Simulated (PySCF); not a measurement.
Spectrum to structure. Computed with TDDFT PBE0/def2-SVPD, vertical, gas phase, core orbitals frozen in the response in PySCF. Geometries: GFN2-xTB, one conformer each.

```
state  ν̃ (cm⁻¹)       f  main configurations (H = HOMO, L = LUMO)
   S1      51280   0.032                                 H→L (96%)
   S2      53560   0.043                               H-1→L (94%)
   S3      59030  0.0067                               H-2→L (95%)
   S4      61080  0.0061                               H→L+1 (85%)
   S5      62360   0.017   H→L+3 (42%), H-1→L+1 (22%), H→L+2 (20%)
   S6      63610   0.011                               H-3→L (92%)
   S7      64040  0.0092                H-1→L+1 (65%), H→L+3 (24%)
   S8      64720  0.0070   H→L+2 (37%), H→L+3 (22%), H-1→L+3 (21%)
```

Triplets computed (Tamm–Dancoff): 6.11, 6.37, 7.20 eV.

**Question.** Which structure fits?
A. `O=CN/C([SiH3])=C/[SiH3]`
B. `O=CN1[SiH2]CC[SiH2]1`
C. `C#C[SiH2]O[SiH2]NC`
D. `CO[Si](N)(N)O`

**Answer.** D. Its S1, at 6.36 eV, is the highest among the candidates; the nearest of the others has S1 at 5.54 eV. S1 is HOMO→LUMO (96%). Löwdin shares by element: HOMO nitrogen 75%, silicon 5%, hydrogen 4% or more (atoms not listed hold the other 16%); LUMO silicon 33%, hydrogen 16% or more, oxygen 13% or more (atoms not listed hold the other 38%). At the same level the other candidates give, for their lowest levels:
- `O=CN/C([SiH3])=C/[SiH3]`: 5.19 eV (f 0.001); 5.32 eV (f 0.440); 6.05 eV (f 0.000); 6.35 eV (f 0.001); 6.36 eV (f 0.002); T1 3.46 eV; HOMO -7.12, LUMO -1.25 eV
- `C#C[SiH2]O[SiH2]NC`: 5.54 eV (f 0.004); 5.92 eV (f 0.002); 6.01 eV (f 0.000); 6.33 eV (f 0.001); 6.37 eV (f 0.005); T1 4.96 eV; HOMO -6.81, LUMO -0.40 eV
- `O=CN1[SiH2]CC[SiH2]1`: 5.45 eV (f 0.001); 6.61 eV (f 0.045); 6.74 eV (f 0.003); 6.87 eV (f 0.003); 6.98 eV (f 0.019); T1 4.94 eV; HOMO -7.70, LUMO -0.12 eV

Conformer computed: `[CH3:1][O:2][Si:3]([NH2:4])([NH2:5])[OH:6]`: C1–O2–Si3–N4 172°, H–N4–Si3–O2 63°, H–N4–Si3–O2 -67°, H–N5–Si3–O2 -47°, H–N5–Si3–O2 180°, H–O6–Si3–O2 179°.

Without π bonds the low states are Rydberg-like; a valence basis with one diffuse set may place them up to an eV too high.
